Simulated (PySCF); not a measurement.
## Radial density of V⁻ (vanadium, charge -1)

UHF, [Ar] 3d4 4s2, high-spin 5D determinant. Computed with PySCF 2.14 in aug-cc-pwCVTZ, with no relativity, point nucleus.

```csv
r (bohr),4πr²ρ (e/bohr),4πr²(ρα − ρβ)
0.00118,0.1360,0.0000
0.00199,0.3708,0.0000
0.00335,0.9859,0.0001
0.00563,2.511,0.0002
0.00947,5.958,0.0006
0.0159,12.54,0.0011
0.0268,21.67,0.0012
0.0450,27.29,-0.0013
0.0758,23.11,-0.0096
0.127,21.89,-0.0092
0.214,29.66,0.1085
0.361,16.90,0.6659
0.607,9.591,1.8722
1.02,10.66,2.4698
1.72,3.101,1.5242
2.89,0.7500,0.6034
4.85,0.2956,0.1067
8.17,0.1242,-0.0832
13.7,0.03042,-0.0298
23.1,2.000e-05,0.0000
```

⟨S²⟩ = 6.44 against 6.00 shows spin contamination. At UHF the highest occupied level has a positive energy, so only the finite basis holds that electron.

Task: Where is the radial spin density 4πr²(ρα − ρβ) most negative, and why is it negative at all?

Result: Around r = 8.17 bohr, down to -0.0832 e/bohr: exchange with the open shell polarises the paired shells in an unrestricted calculation.
